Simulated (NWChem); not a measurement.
Species: AlH₂Br; SMILES [Br][AlH2]

```xyz
4

Al     0.0000     0.0000    -1.5683
H      0.0000     1.3999    -2.3003
H      0.0000    -1.3999    -2.3003
Br     0.0000     0.0000     0.6907
```
Atoms are numbered in this order, from 1.

Coordinates come from a PBE0/def2-SVP optimisation.

Spin-orbit effects, on the heavy nuclei and on their neighbours, are missing.

**Question.** Give the principal values of the shielding tensors (ppm) of Al1, Br4 from PBE0/pcSseg-1, GIAO (NWChem), with their diamagnetic and paramagnetic parts as GIAO splits them.

**Answer.** 
```csv
atom,σ11,σ22,σ33,isotropic,diamagnetic,paramagnetic
Al1,255.7,330.8,361.7,316.1,794.0,-477.9
Br4,1965.1,2669.5,2849.7,2494.8,3124.8,-630.0
```
